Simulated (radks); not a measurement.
Question: Neutral praseodymium: order these configurations by energy. Method: Dirac Kohn-Sham, BLYP, spin-unpolarised, spherical densities, finite nucleus; Fermi nuclear charge, rms radius of each element as measured or else 0.836 A^(1/3) + 0.57 fm; computed with a radial shooting solver on a logarithmic mesh with Libxc functionals. Sub-shells are occupied by j as written (lower j first in brackets). [Xe] 4f(5/2: 2, 7/2: 0) 5d(3/2: 1, 5/2: 0) 6s2; [Xe] 4f(5/2: 2, 7/2: 0) 6s2 6p(1/2: 1, 3/2: 0); [Xe] 4f(5/2: 3, 7/2: 0) 5d(3/2: 1, 5/2: 0) 6s1; [Xe] 4f(5/2: 3, 7/2: 0) 6s1 6p(1/2: 1, 3/2: 0); [Xe] 4f(5/2: 3, 7/2: 0) 6s2.

Answer: From the lowest, in eV above it: [Xe] 4f(5/2: 3, 7/2: 0) 6s2 0.000; [Xe] 4f(5/2: 2, 7/2: 0) 5d(3/2: 1, 5/2: 0) 6s2 1.039; [Xe] 4f(5/2: 3, 7/2: 0) 5d(3/2: 1, 5/2: 0) 6s1 1.518; [Xe] 4f(5/2: 3, 7/2: 0) 6s1 6p(1/2: 1, 3/2: 0) 2.186; [Xe] 4f(5/2: 2, 7/2: 0) 6s2 6p(1/2: 1, 3/2: 0) 3.244.
